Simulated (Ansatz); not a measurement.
C₅H₉O (SMILES [CH2]CCC(C)=O), doublet, geometry from GFN2-xTB; PBE0/STO-3G (Ansatz, a first-principles code).

Here is a job for Ansatz.
Ansatz 0.2 input:
```yaml
crystal:
  periodic: [false, false, false]
  atoms:
    - {symbol: C, position_ang: [2.64543748, -0.54977576, -0.15717176]}
    - {symbol: C, position_ang: [1.32187780, -0.05305792, -0.53840797]}
    - {symbol: C, position_ang: [0.30776423, -0.21962833, 0.64276578]}
    - {symbol: C, position_ang: [-1.03059009, 0.32933299, 0.21264321]}
    - {symbol: C, position_ang: [-1.97303878, -0.69254551, -0.37020000]}
    - {symbol: O, position_ang: [-1.30379412, 1.50048409, 0.30066287]}
    - {symbol: H, position_ang: [3.30631639, 0.06327695, 0.42450348]}
    - {symbol: H, position_ang: [2.89674422, -1.58530958, -0.28357437]}
    - {symbol: H, position_ang: [0.93332272, -0.60373684, -1.39805257]}
    - {symbol: H, position_ang: [1.35635955, 1.01146063, -0.78073310]}
    - {symbol: H, position_ang: [0.23658143, -1.27376742, 0.90788636]}
    - {symbol: H, position_ang: [0.68066251, 0.35149472, 1.49316681]}
    - {symbol: H, position_ang: [-2.83030453, -0.20216272, -0.82332323]}
    - {symbol: H, position_ang: [-1.45897857, -1.30205914, -1.10951311]}
    - {symbol: H, position_ang: [-2.31905440, -1.34902235, 0.42656111]}
basis:
  gaussian:
    orbitals: STO-3G
hamiltonian:
  xc: pbe0
magnetization: {spin_polarized: true, initial_magnetization: 1}
accuracy: high
```

What the program printed (banner, timings and long lists left out):

```
Functional definition: PBE0
865 factors; integrals over basis functions are off by at most 4.5e-9 eV
mean field evaluation 1: about -7273.9402 eV, gradient 2.0e1 eV
mean field evaluation 2: about -7268.1021 eV, gradient 4.1e1 eV
mean field evaluation 4: about -7276.3230 eV, gradient 8.6e-1 eV
mean field evaluation 8: about -7276.2805 eV, gradient 2.1e-2 eV
mean field evaluation 16: about -7276.2805 eV, gradient 1.0e-4 eV
mean field -7276.28051441 eV, -267.3983768644 hartree, gradient 4.1e-8 eV, S^2 0.754982; 0 other end points of the search recorded, 0 dependent functions left out
reference -7276.28051653 eV, -267.3983769423 hartree; 24, 23 occupied and 15, 16 virtual orbitals, 865 factors
Total energy: -7276.28051653 eV, -267.3983769423 hartree
```
